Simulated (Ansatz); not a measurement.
The first iterations of a band of C2H8FSbSi (13 atoms, charge 0, multiplicity 1).

Theory: RKS B3LYP-D4/def2-SVP in Ansatz 0.2.0.

* movable images: 5
* climbing image: yes
* spring: 5.0 eV/Å²
* optimiser: quadratic models (default)
* start path: through a guess of the saddle point
* force threshold: 0.05 eV/Å
* iteration limit: 60
* end points: relaxed

First end point:

```xyz
13
Properties=species:S:1:pos:R:3
C -1.742 0.482 1.282
Si -0.380 0.899 0.073
F 0.869 1.540 0.929
C 0.288 -0.590 -0.835
Sb 2.439 -0.369 -1.346
H -2.080 1.377 1.829
H -1.393 -0.260 2.018
H -2.612 0.057 0.754
H -0.807 1.953 -0.892
H -0.245 -0.729 -1.791
H 0.179 -1.514 -0.247
H 2.538 -1.981 -1.964
H 2.965 -0.900 0.205
```

Last end point:

```xyz
13
Properties=species:S:1:pos:R:3
C -1.856 0.637 1.141
Si -0.275 0.731 0.148
F 0.857 1.474 1.081
C 0.422 -0.939 -0.306
Sb 2.616 -0.863 -0.631
H -2.202 1.640 1.437
H -1.710 0.040 2.057
H -2.656 0.163 0.549
H -0.444 1.574 -1.068
H -0.051 -1.326 -1.221
H 0.253 -1.670 0.502
H 2.506 0.474 -1.716
H 2.561 -1.969 -1.958
```

| iteration | highest image above the first end (eV) | largest band force component (eV/Å) |
| --- | --- | --- |
| 1 | 1.232 | 6.875 |
| 2 | 0.126 | 0.911 |

Q: Does the band converge within its limit, and where does its top end?

A: The run converged. It ended after 6 iterations with the highest image 0.053 eV above the first end. A vibrational analysis at the climbing image gives one clearly imaginary mode, 91i cm⁻¹: a first-order saddle point.

Time of the run: 2.2 min on 2 threads of Intel(R) Xeon(R) Platinum 8375C CPU @ 2.90GHz (Ice Lake) (shared host), peak memory 0.37 GiB.
